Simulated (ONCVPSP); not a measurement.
**How hard is this nickel ONCV potential?**

Ni, optimised norm-conserving Vanderbilt (ONCV), made with ONCVPSP 4.0.1 (PBE, scalar-relativistic). Core [Ne] 3s2, reference 3p6 3d8 4s2. Waves: 4s: rc 2.10 bohr, ncon 4, nbas 9, qcut 2.7 1/bohr, 1 projector; 3p: rc 1.15 bohr, ncon 5, nbas 8, qcut 9.4 1/bohr, 2 projectors, debl 3.1 Ha; 3d: rc 0.95 bohr, ncon 5, nbas 9, qcut 15.9 1/bohr, 2 projectors, debl 2.2 Ha. Local part: polynomial inside 0.60 bohr (lpopt 5, dvloc0 4 Ha). Core correction: Teter function, fcfact 6, rcfact 1.4.

For each optimised wave give the share of its norm inside rc, the residual kinetic energy above qcut (Ha) and the cutoffs (Ha) for errors of 10, 1, 0.1 and 0.01 mHa per electron.

| wave | norm inside rc | residual KE | 10 mHa | 1 mHa | 0.1 mHa | 0.01 mHa |
| --- | --- | --- | --- | --- | --- | --- |
| 4s | 0.289 | 3.2e-03 | 2.6 | 8.5 | 46.8 | 56.0 |
| 3p | 0.881 | 1.6e-04 | 31.4 | 38.9 | 47.0 | 101.8 |
| p projector 2 | 0.062 | 4.1e-05 | 25.7 | 34.6 | 41.6 | 57.4 |
| 3d | 0.571 | 3.7e-05 | 89.3 | 106.2 | 120.5 | 229.3 |
| d projector 2 | 0.129 | 3.7e-05 | 86.0 | 105.3 | 121.0 | 164.2 |

The occupied waves need 106 Ha and 120 Ha for 1 and 0.1 mHa. Note: ghosts flagged at negative energy: s at -345.3 eV; no localised positive-energy state flagged. A true bound ghost makes a file unfit for plane-wave use.
